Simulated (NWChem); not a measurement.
System: C$_{4}$H$_{7}$Al; SMILES [CH](=C)[AlH][CH]=C

```xyz
12

Al     0.0000     0.0000    -0.3527
H      0.0000     0.0000    -1.9473
C      1.7200     0.0015     0.5607
C      2.8665    -0.0008    -0.1412
H      1.8191     0.0038     1.6560
H      3.8573    -0.0006     0.3327
H      2.8745    -0.0030    -1.2393
C     -1.7200    -0.0015     0.5607
C     -2.8665     0.0008    -0.1412
H     -1.8191    -0.0038     1.6560
H     -3.8573     0.0006     0.3327
H     -2.8745     0.0030    -1.2393
```
Atoms are numbered in this order, from 1.

Results from NWChem. The geometry was optimised at PBE0/def2-SVP. No frequency run checked for a minimum. Vertical excitations in the gas phase; the lowest state need not have the same character in each row.

For level PBE/def2-SVP, full TDDFT:

| Quantity | Result |
|---|---|
| lowest excitation, singlet (eV) | 4.20 |
| lowest state with f > 0.02, singlet (eV) | 4.88 |
| oscillator strength of that bright state | 0.201 |
| orbital gap (eV) | 4.09 |

What are these values for level B3LYP/def2-SVP, full TDDFT?


- lowest excitation, singlet (eV): 4.73
- lowest state with f > 0.02, singlet (eV): 5.36
- oscillator strength of that bright state: 0.296
- orbital gap (eV): 5.80
